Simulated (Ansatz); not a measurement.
The same path of C₄H₁₂OSi (18 atoms, charge 0, multiplicity 1) was run 3 times with different band settings. The coordinate that changes most is the dihedral H13–C4–Si5–C6.

All numbers below come from RKS revPBE-D4/STO-3G (Ansatz).

Relaxed end points:

```xyz
18
Properties=species:S:1:pos:R:3
C 1.043 -2.346 -1.027
C 1.091 -0.866 -0.538
O 0.041 -0.124 -1.279
C 0.119 1.299 -0.843
Si -0.411 1.664 0.966
C -1.899 0.605 1.425
H 1.238 -2.399 -2.116
H 1.810 -2.946 -0.499
H 0.046 -2.786 -0.826
H 2.111 -0.432 -0.725
H 0.921 -0.830 0.573
H 1.142 1.718 -1.031
H -0.576 1.833 -1.534
H -0.754 3.079 1.059
H 0.686 1.409 1.893
H -2.210 0.771 2.472
H -1.670 -0.469 1.306
H -2.764 0.833 0.776
```

```xyz
18
Properties=species:S:1:pos:R:3
C 0.916 -2.306 -1.470
C 0.676 -1.065 -0.557
O 0.701 0.134 -1.428
C 0.556 1.323 -0.544
Si -1.130 1.540 0.355
C -1.087 0.858 2.113
H 1.898 -2.228 -1.977
H 0.902 -3.233 -0.863
H 0.125 -2.375 -2.242
H 1.468 -1.014 0.239
H -0.312 -1.172 -0.029
H 1.386 1.358 0.211
H 0.712 2.191 -1.227
H -2.185 0.884 -0.408
H -1.428 2.968 0.412
H -2.026 1.086 2.650
H -0.257 1.302 2.692
H -0.953 -0.238 2.124
```

Common settings: movable images 9; climbing image yes; optimiser quadratic models (default); start path through a guess of the saddle point; end points relaxed.

| run | spring | force threshold | iteration limit |
| --- | --- | --- | --- |
| 1 | 5.0 eV/Å² | 0.05 eV/Å | 32 |
| 2 | 5.0 eV/Å² | 0.5 eV/Å | 29 |
| 3 | 20.0 eV/Å² | 0.05 eV/Å | 32 |

Q: What does each run give, and how far can it be trusted?

A: Run 1: converged after 7 iterations, highest image 0.073 eV above the first end. A vibrational analysis at the climbing image gives one clearly imaginary mode, 51i cm⁻¹: a first-order saddle point.
Run 2: converged after 3 iterations, highest image 0.083 eV above the first end. The threshold of 0.5 eV/Å is loose, so the images may lie well off the minimum-energy path. The order of the stationary point at the top wasn't checked.
Run 3: converged after 7 iterations, highest image 0.073 eV above the first end. Another band between the same ends (9 images) ends at a top of the same energy, where a vibrational analysis finds 1 clearly imaginary mode.
Limits of this set-up: minimal basis.
